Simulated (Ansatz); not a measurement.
Input file for Ansatz (a first-principles code): U-CCSD(T)/cc-pVDZ on AsN, a point of a bond scan (R = 2.820 Å). The run froze 15 orbitals, filled d shells among them.

Ansatz 0.2 input:
```yaml
crystal:
  periodic: [false, false, false]
  atoms:
    - {symbol: As, position_ang: [-0.00000000, -0.00000000, -0.28199367]}
    - {symbol: N, position_ang: [0.00000000, 0.00000000, 2.53794299]}
basis:
  gaussian:
    orbitals: cc-pVDZ
correlation: {method: ccsd_t, electrons: outside_noble_gas}
scf: {omitted_lower_state_checks: [cluster_reference]}
magnetization: {spin_polarized: true, initial_magnetization: 0}
```

Program output:

```
WARN ansatz: RAYON_NUM_THREADS=1 ignored (pool sized by the plan → 1); use --threads N
Functional definition: HF
these checks for a lower state are left out or cut short: cluster_reference
integrals: 0.02 GiB planned
467 factors; integrals over basis functions are off by at most 5.6e-4 eV
mean field: 0.12 GiB planned
mean field evaluation 1: about -62238.6099 eV, gradient 5.7e1 eV
mean field evaluation 2: about -62238.6178 eV, gradient 5.7e1 eV
mean field evaluation 4: about -62247.2670 eV, gradient 4.9e1 eV
mean field evaluation 8: about -62264.3790 eV, gradient 1.8e0 eV
mean field evaluation 16: about -62264.4011 eV, gradient 1.3e-2 eV
mean field evaluation 32: about -62267.1177 eV, gradient 1.4e-5 eV
mean field evaluation 64: about -62272.3023 eV, gradient 1.8e-1 eV
mean field evaluation 96: about -62268.9771 eV, gradient 1.4e1 eV
mean field evaluation 128: about -62270.6740 eV, gradient 2.7e0 eV
mean field evaluation 160: about -62264.4011 eV, gradient 1.4e-4 eV
mean field -62274.76936309 eV, -2288.5555627389 hartree, gradient 7.9e-7 eV, S^2 2.897680; 7 other end points of the search recorded, 0 dependent functions left out
15 core orbitals not correlated
reference -62274.76936309 eV, -2288.5555627389 hartree; 5, 5 occupied and 21, 21 virtual orbitals, 467 factors
second order -3.53796427 eV of doubles, -0.00000000 eV of singles
coupled cluster: 0.07 GiB planned
cycle   1  -4.19385659 eV  change   -6.6e-1 eV  update   5.4e-2
cycle   2  -4.38554128 eV  change   -1.9e-1 eV  update   1.9e-2
cycle   3  -4.40105051 eV  change   -1.6e-2 eV  update   1.1e-2
cycle   4  -4.40818846 eV  change   -7.1e-3 eV  update   8.0e-3
cycle   5  -4.41554048 eV  change   -7.4e-3 eV  update   5.1e-3
cycle   6  -4.41894483 eV  change   -3.4e-3 eV  update   2.8e-3
cycle   7  -4.42020810 eV  change   -1.3e-3 eV  update   1.9e-3
cycle   8  -4.42171856 eV  change   -1.5e-3 eV  update   1.3e-3
cycle   9  -4.42185330 eV  change   -1.3e-4 eV  update   8.5e-4
cycle  10  -4.42221218 eV  change   -3.6e-4 eV  update   4.9e-4
cycle  11  -4.42236828 eV  change   -1.6e-4 eV  update   3.2e-4
cycle  12  -4.42239367 eV  change   -2.5e-5 eV  update   2.3e-4
cycle  13  -4.42231124 eV  change    8.2e-5 eV  update   1.5e-4
cycle  14  -4.42231899 eV  change   -7.7e-6 eV  update   7.0e-5
cycle  15  -4.42236955 eV  change   -5.1e-5 eV  update   3.2e-5
cycle  16  -4.42237429 eV  change   -4.7e-6 eV  update   1.8e-5
cycle  17  -4.42237262 eV  change    1.7e-6 eV  update   1.1e-5
coupled cluster: 0.07 GiB planned
perturbative correction -0.06389974 eV, -0.0023482722 hartree
Total energy: -62279.25563545 eV, -2288.7204302073 hartree
Checks for a lower state left out: cluster_reference
```

The calculation finished and met its thresholds. Its determinant has ⟨S²⟩ = 2.90, a mixture of spin states.

Cost: around 1.8 core-seconds (rough).
